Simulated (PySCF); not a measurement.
# One change to the structure, seen by NMR

Starting compound: SMILES C[SiH2]C/C=C\CC#N, C$_{6}$H$_{11}$NSi.

1H NMR (500 MHz, computed): δ 6.21 (m, 1H), 5.55 (m, 1H), 4.31 (m, 2H), 2.99 (d, 2H), 1.78 (m, 2H), 0.20 (t, 3H). 13C{1H} NMR (computed): δ 140.2 (CH), 123.4 (CH), 122.8 (C), 18.6 (CH2), 16.1 (CH2), -5.7 (CH3).

One conformer, gas phase, averaged over atoms made equivalent by symmetry, fast rotation or ring inversion, non-relativistic Hamiltonian. Geometry from GFN2-xTB; shieldings: GIAO PBE0/pcSseg-1; PySCF.

δ = σ(ref) − σ, references computed at the same level: 1H (31.72 ppm), 13C (186.93 ppm) against TMS. Where no couplings were computed, multiplicities follow the n + 1 count of equivalent neighbours, and m marks all less simple cases (inequivalent or close neighbours, rings, F or P nearby). Shifts are as computed. Against solution values, carbons near 30 ppm lie about +3 ppm off and those near 130 ppm about +5 ppm. Of 1211 compounds with measured shifts, 218 miss one by over three times the rms of a fit or turn the order of signals round; such compounds aren't used in these exercises.

Task: What are the spectra after this edit: C replaced by Si, giving `N#CC/C=C\C[SiH2][SiH3]`?

Result: 1H NMR (500 MHz, computed): δ 6.17 (m, 1H), 5.66 (m, 1H), 3.96 (m, 2H), 3.45 (t, 3H), 2.93 (d, 2H), 2.06 (m, 2H). 13C{1H} NMR (computed): δ 143.0 (CH), 124.3 (CH), 121.4 (C), 15.4 (CH2), 14.2 (CH2).

Task: What are the spectra after this edit: ring closed by a new C-C bond, giving `C[SiH2][C@@H]1C=C[C@@H]1C#N`?

Result: 1H NMR (500 MHz, computed): δ 6.52 (m, 1H), 6.16 (m, 1H), 4.27 (m, 1H), 4.25 (m, 1H), 3.64 (m, 1H), 2.70 (m, 1H), 0.40 (m, 3H). 13C{1H} NMR (computed): δ 153.6 (CH), 139.0 (CH), 123.6 (C), 36.9 (CH), 30.8 (CH), -8.2 (CH3).
